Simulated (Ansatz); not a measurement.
`Cl[SiH2][NH][GeH2][Cl]` and `C[SiH2]N[SiH2]Cl` differ in one atom or group.

Ansatz, PBE0-D4/def2-TZVP geometries, multiplicity 1. Each molecule was computed in one conformer, which needn't be the lowest.

Scalar relativity is left out up to krypton.

```csv
property,`Cl[SiH2][NH][GeH2][Cl]`
LUMO energy (PBE/def2-TZVPP) / eV,-1.10
LUMO energy (B3LYP/def2-TZVPP) / eV,-0.42
size of the dipole moment (ωB97M-V/def2-TZVPP) / D,1.17
LUMO energy (PBE0/def2-TZVPP) / eV,-0.16
HOMO energy (ωB97M-V/def2-TZVPP) / eV,-10.54
HOMO energy (PBE0/def2-TZVPP) / eV,-8.27
```

What does the change do to each property? (Estimate.)

The calculation gave: 
```csv
property,`C[SiH2]N[SiH2]Cl`,shift
LUMO energy (PBE/def2-TZVPP) / eV,-0.65,0.45
LUMO energy (B3LYP/def2-TZVPP) / eV,-0.03,0.39
size of the dipole moment (ωB97M-V/def2-TZVPP) / D,1.78,0.61
LUMO energy (PBE0/def2-TZVPP) / eV,0.19,0.35
HOMO energy (ωB97M-V/def2-TZVPP) / eV,-10.13,0.41
HOMO energy (PBE0/def2-TZVPP) / eV,-7.85,0.42
```

With PBE0 the HOMO rises by 0.42 eV and the LUMO rises by 0.35 eV, so the gap narrows by about 0.07 eV. PBE moves the HOMO by 0.38 eV and ωB97M-V by 0.41 eV. Dipoles are sizes alone; their direction can turn.

B3LYP here is the variant with VWN-RPA as its local correlation; programs differ in this.
